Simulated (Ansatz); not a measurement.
Consider the deprotonation: H₂Se → `[SeH-]` + H⁺.

Gas-phase electronic energies from Ansatz, PBE0-D4/def2-TZVP geometries. CCSD(T)/CBS is the MP2 limit (def2-TZVPP, def2-QZVPP) plus CCSD(T) − MP2 in def2-TZVPP, frozen cores. This one scheme is used for every species, atoms too. Functionals use def2-TZVPP. Anions take the def2 sets with diffuse functions and neutrals don't, so finite-basis rows favour the anion. For Se outer-core shells are correlated without core-valence functions, so the limit isn't a true one: a few kJ/mol of doubt a bond, and 10 to 20 or more in all where bonds break to atoms. Scalar relativity is left out up to krypton.

| level | ΔE (eV) |
| --- | --- |
| LDA (SPW92) | 14.62 |
| r2SCAN0-D4 | 14.96 |
| BHLYP-D4 | 14.98 |
| r2SCAN0 | 14.96 |
| CAM-B3LYP | 14.90 |
| LC-ωPBE | 15.09 |
| HF/def2-QZVPP | 14.97 |
| SCS-MP2/def2-QZVPP | 15.03 |

Task: What does CCSD(T)/CBS give? (Estimate.)

Result: Ansatz gave: +15.02 eV. The listed levels differ from it by -0.40, -0.06, -0.04, -0.06, -0.12, 0.07, -0.05, 0.01 eV.

Largest T1 diagnostic among the species: 0.008.

At CCSD(T), def2-SVP lies −0.33 eV from the extrapolated value and def2-TZVPP +0.00 eV. From PBE to PBE0 (25 % exact exchange), in def2-TZVPP and without D4, ΔE moves by +0.06 eV.
